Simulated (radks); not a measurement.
Results of a calculation; reference values are marked as such.
Neutral silicon inside a hard spherical wall (all orbitals vanish at R), configuration held at [Ne] 3s2 3p2 and not refilled when levels cross. Level of theory: scalar-relativistic Kohn-Sham, LDA (Slater exchange, Perdew-Wang correlation), spin-polarised, spherical densities, point nucleus; open shells are filled with parallel spins first (a radial shooting solver on a logarithmic mesh with Libxc functionals). Eigenvalues in eV for spin up, with the zero of energy where the potential of the charges vanishes at infinity; a dash marks a level that is unbound or too diffuse for the functional's potential to be trusted. A positive occupied level is held by the wall or, in an anion where self-interaction has pushed it up, behind a barrier. The pressure on the wall is -dE/dV.

| R (bohr) | E (hartree) | kinetic (hartree) | e(2s) | e(2p) | e(3s) | e(3p) | e(4s, empty) | e(4p, empty) | pressure (GPa) |
|---|---|---|---|---|---|---|---|---|---|
| free | -288.84566 | 289.280 | -138.60 | -95.487 | -11.378 | -4.615 | -0.406 | - | 0 |
| 20 | -288.84566 | 289.280 | -138.60 | -95.487 | -11.378 | -4.615 | -0.393 | 0.371 | < 0.0001 |
| 15 | -288.84566 | 289.280 | -138.60 | -95.487 | -11.377 | -4.615 | -0.322 | 0.677 | < 0.0001 |
| 10 | -288.84542 | 289.282 | -138.57 | -95.459 | -11.357 | -4.594 | 0.304 | 2.049 | 0.00651 |
| 8 | -288.84320 | 289.300 | -138.40 | -95.292 | -11.243 | -4.469 | 1.571 | 4.116 | 0.105 |
| 7 | -288.83770 | 289.337 | -138.11 | -94.995 | -11.050 | -4.242 | 3.100 | 6.302 | 0.450 |
| 6 | -288.81930 | 289.443 | -137.39 | -94.273 | -10.586 | -3.670 | 6.151 | 10.275 | 2.08 |
| 5 | -288.75450 | 289.761 | -135.64 | -92.519 | -9.427 | -2.195 | 12.711 | 18.103 | 10.8 |
